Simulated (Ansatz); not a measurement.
Breaking the Si1–H2 bond in FHSi (SMILES F[SiH]) (multiplicity 1 held, fragments rigid). Energies count from the point at 1.538 Å.
Geometry at that point (charge 0, multiplicity 1):
```xyz
3

Si    -0.2073    -0.3454     0.4496
H     -1.0031    -1.1949    -0.5558
F      0.4339     0.6700    -0.6376
```

Unrestricted levels (U-) break spin symmetry where that is lower. Active spaces are followed from a long bond inwards. Curves can end on different states.

Cores are frozen in the correlated methods.

Programs: Ansatz (Gaussian orbitals). Each number belongs to the level named beside it.

Energies in kJ/mol.

```json
[
 {"R (Å)": "1.230", "U-HF/cc-pV(T+d)Z": "94", "U-wB97X-V/cc-pV(T+d)Z": "103", "CASSCF(2,2)/cc-pV(T+d)Z": "109", "FIC-NEVPT4(SD) on CASSCF(2,2)/cc-pV(T+d)Z": "102", "FIC-MRCISD on CASSCF(2,2)/cc-pV(T+d)Z": "101", "FIC-MRCISD+Q on CASSCF(2,2)/cc-pV(T+d)Z": "101"},
 {"R (Å)": "1.384", "U-HF/cc-pV(T+d)Z": "14", "U-wB97X-V/cc-pV(T+d)Z": "19", "CASSCF(2,2)/cc-pV(T+d)Z": "22", "FIC-NEVPT4(SD) on CASSCF(2,2)/cc-pV(T+d)Z": "19", "FIC-MRCISD on CASSCF(2,2)/cc-pV(T+d)Z": "18", "FIC-MRCISD+Q on CASSCF(2,2)/cc-pV(T+d)Z": "18"},
 {"R (Å)": "1.538", "U-HF/cc-pV(T+d)Z": "0", "U-wB97X-V/cc-pV(T+d)Z": "0", "CASSCF(2,2)/cc-pV(T+d)Z": "0", "FIC-NEVPT4(SD) on CASSCF(2,2)/cc-pV(T+d)Z": "0", "FIC-MRCISD on CASSCF(2,2)/cc-pV(T+d)Z": "0", "FIC-MRCISD+Q on CASSCF(2,2)/cc-pV(T+d)Z": "0"},
 {"R (Å)": "1.692", "U-HF/cc-pV(T+d)Z": "19", "U-wB97X-V/cc-pV(T+d)Z": "14", "CASSCF(2,2)/cc-pV(T+d)Z": "11", "FIC-NEVPT4(SD) on CASSCF(2,2)/cc-pV(T+d)Z": "14", "FIC-MRCISD on CASSCF(2,2)/cc-pV(T+d)Z": "14", "FIC-MRCISD+Q on CASSCF(2,2)/cc-pV(T+d)Z": "14"},
 {"R (Å)": "1.846", "U-HF/cc-pV(T+d)Z": "55", "U-wB97X-V/cc-pV(T+d)Z": "45", "CASSCF(2,2)/cc-pV(T+d)Z": "37", "FIC-NEVPT4(SD) on CASSCF(2,2)/cc-pV(T+d)Z": "43", "FIC-MRCISD on CASSCF(2,2)/cc-pV(T+d)Z": "44", "FIC-MRCISD+Q on CASSCF(2,2)/cc-pV(T+d)Z": "44"},
 {"R (Å)": "2.076", "U-HF/cc-pV(T+d)Z": "121", "U-wB97X-V/cc-pV(T+d)Z": "104", "CASSCF(2,2)/cc-pV(T+d)Z": "88", "FIC-NEVPT4(SD) on CASSCF(2,2)/cc-pV(T+d)Z": "96", "FIC-MRCISD on CASSCF(2,2)/cc-pV(T+d)Z": "98", "FIC-MRCISD+Q on CASSCF(2,2)/cc-pV(T+d)Z": "99"},
 {"R (Å)": "2.307", "U-HF/cc-pV(T+d)Z": "178", "U-wB97X-V/cc-pV(T+d)Z": "166", "CASSCF(2,2)/cc-pV(T+d)Z": "138", "FIC-NEVPT4(SD) on CASSCF(2,2)/cc-pV(T+d)Z": "150", "FIC-MRCISD on CASSCF(2,2)/cc-pV(T+d)Z": "153", "FIC-MRCISD+Q on CASSCF(2,2)/cc-pV(T+d)Z": "154"},
 {"R (Å)": "2.692", "U-HF/cc-pV(T+d)Z": "220", "U-wB97X-V/cc-pV(T+d)Z": "255", "CASSCF(2,2)/cc-pV(T+d)Z": "206", "FIC-NEVPT4(SD) on CASSCF(2,2)/cc-pV(T+d)Z": "223", "FIC-MRCISD on CASSCF(2,2)/cc-pV(T+d)Z": "226", "FIC-MRCISD+Q on CASSCF(2,2)/cc-pV(T+d)Z": "228"},
 {"R (Å)": "3.076", "U-HF/cc-pV(T+d)Z": "235", "U-wB97X-V/cc-pV(T+d)Z": "297", "CASSCF(2,2)/cc-pV(T+d)Z": "250", "FIC-NEVPT4(SD) on CASSCF(2,2)/cc-pV(T+d)Z": "270", "FIC-MRCISD on CASSCF(2,2)/cc-pV(T+d)Z": "274", "FIC-MRCISD+Q on CASSCF(2,2)/cc-pV(T+d)Z": "276"},
 {"R (Å)": "3.538", "U-HF/cc-pV(T+d)Z": "241", "U-wB97X-V/cc-pV(T+d)Z": "315", "CASSCF(2,2)/cc-pV(T+d)Z": "275", "FIC-NEVPT4(SD) on CASSCF(2,2)/cc-pV(T+d)Z": "298", "FIC-MRCISD on CASSCF(2,2)/cc-pV(T+d)Z": "302", "FIC-MRCISD+Q on CASSCF(2,2)/cc-pV(T+d)Z": "305"},
 {"R (Å)": "4.153", "U-HF/cc-pV(T+d)Z": "242", "U-wB97X-V/cc-pV(T+d)Z": "322", "CASSCF(2,2)/cc-pV(T+d)Z": "286", "FIC-NEVPT4(SD) on CASSCF(2,2)/cc-pV(T+d)Z": "310", "FIC-MRCISD on CASSCF(2,2)/cc-pV(T+d)Z": "314", "FIC-MRCISD+Q on CASSCF(2,2)/cc-pV(T+d)Z": "317"},
 {"R (Å)": "4.922", "U-HF/cc-pV(T+d)Z": "243", "U-wB97X-V/cc-pV(T+d)Z": "323", "CASSCF(2,2)/cc-pV(T+d)Z": "289", "FIC-NEVPT4(SD) on CASSCF(2,2)/cc-pV(T+d)Z": "313", "FIC-MRCISD on CASSCF(2,2)/cc-pV(T+d)Z": "317", "FIC-MRCISD+Q on CASSCF(2,2)/cc-pV(T+d)Z": "321"}
]
```

Doubts at one or more of the structures used: a spin-contaminated determinant (U-HF/cc-pV(T+d)Z, U-wB97X-V/cc-pV(T+d)Z).

Ansatz is a first-principles code.
